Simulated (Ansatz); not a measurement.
The lowest singlet and triplet of F2Si (SMILES F[Si]F); geometries from B3LYP-D3(BJ)/def2-TZVP, each state relaxed from the structure named, with no frequency check.
Singlet (charge 0, multiplicity 1):
```xyz
3

F     -1.2390    -0.4501     0.0000
Si    -0.0006     0.5772     0.0000
F      1.2398    -0.4477     0.0000
```

A positive gap puts the triplet lower; no zero-point energy. R- takes a restricted singlet. U- takes an unrestricted singlet (broken symmetry where lower, unprojected). The triplet is unrestricted in single-reference levels. Active spaces average the two states.

Correlated levels freeze the cores.

Codes used: Ansatz (an electronic-structure program) with Gaussian orbitals. 

**Question.** Estimate the gap E(singlet) − E(triplet), vertical, at the singlet's geometry that FIC-MRCISD+Q on SA-CASSCF(2,2)/cc-pV(Q+d)Z returns for this input.

**Answer.** -312 kJ/mol

**Question.** Give the gap E(singlet) − E(triplet), vertical, at the singlet's geometry at the level R-SCS-MP2/cc-pV(D+d)Z.

**Answer.** -315 kJ/mol

**Question.** Estimate the gap E(singlet) − E(triplet), vertical, at the singlet's geometry that U-MP2/cc-pV(Q+d)Z returns for this input.

**Answer.** -303 kJ/mol
